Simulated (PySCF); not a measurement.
A structure optimised at PBE-D3(BJ)/def2-TZVP, used in a PySCF frequency run:

```xyz
4

Al    -0.5080    -0.5577     0.0000
H     -2.0382    -0.9145     0.0000
F      0.6198    -1.7743     0.0000
Cl     0.1803     1.4196     0.0000
```

**Question.** Write its SMILES, formula and point group.

**Answer.** [F][AlH][Cl], AlClFH, Cs

**Question.** What are its rotational constants (standard atomic weights)?

**Answer.** 25.933, 3.5962, 3.1583 GHz
